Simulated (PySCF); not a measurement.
Vertical excitations of a molecule C3H9BO from TDA-M06-2X/def2-SVPD (PySCF), as energy in eV (oscillator strength): 6.41 (0.002), 7.49 (0.002), 8.39 (0.012), 8.45 (0.037), 8.76 (0.034), 8.87 (0.072), 8.97 (0.021), 9.02 (0.029), 9.12 (0.011), 9.37 (0.013). Lowest triplet (TDA): 6.04 eV. Geometry: B3LYP-D3(BJ)/def2-SVP. The values are those of a single conformer.

**Question.** Identify the compound among the candidates.
(A) BOC(C)C
(B) COB(C)C
(C) CC(C)BO
(D) CCCBO

**Answer.** C, CC(C)BO
